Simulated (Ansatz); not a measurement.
Job for Ansatz (a program for electronic structure): R-BLYP/def2-TZVPP on GeH2O (SMILES [OH][GeH]), a point of a torsion scan.

Ansatz 0.2 input:
```yaml
crystal:
  periodic: [false, false, false]
  atoms:
    - {symbol: O, position_ang: [-0.81851582, 0.17136891, 0.22934786]}
    - {symbol: Ge, position_ang: [0.70327463, 0.85641008, -0.31886517]}
    - {symbol: H, position_ang: [-1.44662854, -0.46243052, -0.09748752]}
    - {symbol: H, position_ang: [1.61570432, 0.32679712, 1.01009024]}
basis:
  gaussian:
    orbitals: def2-TZVPP
hamiltonian:
  xc: {name: BLYP}
scf: {lower_state_search: off}
```

The log:

```
WARN ansatz: RAYON_NUM_THREADS=1 ignored (pool sized by the plan → 1); use --threads N
Functional definition: BLYP
these checks for a lower state are left out or cut short: stability, starts, cluster_reference, orbital_swaps, neighbouring_geometries, increment
integrals: 0.03 GiB planned
627 factors; their error is unknown
mean field: 0.23 GiB planned
mean field evaluation 1: about -58591.1814 eV, gradient 7.3e1 eV
mean field evaluation 2: about -58480.1722 eV, gradient 1.9e2 eV
mean field evaluation 4: about -58598.9358 eV, gradient 1.7e1 eV
mean field evaluation 8: about -58599.6429 eV, gradient 1.2e-1 eV
mean field evaluation 16: about -58599.6326 eV, gradient 6.3e-5 eV
mean field -58599.63258680 eV, -2153.4967773073 hartree, gradient 5.5e-6 eV, S^2 0.000000; 0 other end points of the search recorded, 0 dependent functions left out
reference -58599.63283584 eV, -2153.4967864595 hartree; 21, 21 occupied and 86, 86 virtual orbitals, 627 factors
Total energy: -58599.63283584 eV, -2153.4967864595 hartree
Checks for a lower state left out: stability, starts, cluster_reference, orbital_swaps, neighbouring_geometries, increment
```

The run converged.

Cost: about 0.7 core-seconds (a rough figure).
